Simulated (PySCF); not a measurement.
H6S, SMILES [H][S@OH27]([H])([H])([H])([H])[H].

Geometry optimised at ωB97X-D3(BJ)/def2-TZVP.

Method: PBE/def2-TZVPD (PySCF).

```json
{
  "total_energy": "-401.40393 hartree",
  "point_group": "Oh",
  "highest_occupied_level": "-5.65 eV",
  "lowest_empty_level": "-1.93 eV",
  "orbital_gap": "3.72 eV",
  "dipole_moment": "0.00 D",
  "quadrupole, principal values (traceless, Buckingham form, about the centre of nuclear charge)": "0.00, 0.00, 0.00 D·Å",
  "mean_static_polarisability": "39.8 bohr³ (5.90 Å³)",
  "polarisability_principal_values": "39.8, 39.8, 39.8 bohr³"
}
```
